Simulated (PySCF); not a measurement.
Fill in the blanks.

Compound: C7H17Si (charge +1).
InChI=1S/C7H17Si/c1-7(2,3)6-8(4)5/h6H2,1-5H3/q+1

Conformer (atom-mapped SMILES and torsion angles): `[CH3:1][Si+:2]([CH3:3])[CH2:4][C:5]([CH3:6])([CH3:7])[CH3:8]`: C1–Si2–C4–C5 -90°, Si2–C4–C5–C6 -179°.

| property | level | value |
| --- | --- | --- |
| rotational constants A, B, C of the GFN2-xTB geometry | GFN2-xTB | 2.448, 1.015, 0.874 GHz |
| HOMO energy | PBE0/pcSseg-1 | -12.94 eV |
| LUMO energy | PBE0/pcSseg-1 | ? |
| 13C chemical shifts (computed TMS as zero) by class | GIAO PBE0/pcSseg-1 | ? |
| 1H chemical shifts (computed TMS as zero) by class | GIAO PBE0/pcSseg-1 | ? |
| isotropic shieldings of nuclei other than C and H, by class | GIAO PBE0/pcSseg-1 | ? |

The electronic properties come from PySCF, for the isolated species, density fitting. NMR classes are plain means over equivalent atoms (diastereotopic ones count apart unless rotation or inversion swaps them), as if these changed places fast; in this geometry the members of some classes differ.

Problem. Give the LUMO energy.

Solution. -7.43 eV.

Problem. What are the 1H chemical shifts (computed TMS as zero) by class?

Solution. 2.81 (2 H), 2.30 (6 H), 1.51 (9 H) ppm.

Problem. The isotropic shieldings of nuclei other than C and H, by class?

Solution. -85 (1 Si) ppm.

Problem. Give the 13C chemical shifts (computed TMS as zero) by class.

Solution. 57.6 (1 C), 47.0 (1 C), 39.4 (3 C), 21.7 (2 C) ppm.

With B = h/(8π²I), that is 505.379 GHz u Å² over I, the principal moments of inertia are 206.4, 498.0 and 578.3 u Å² (most abundant isotopes). The rotational constants make it an asymmetric top with κ = (2B − A − C)/(A − C) = -0.82, nearer the prolate limit (−1).

For the NMR shielding job (PBE0/pcSseg-1), time: 48 s wall. Hardware: an Arm Neoverse V2 with one thread, on a shared host.

One conformer stands for the species.
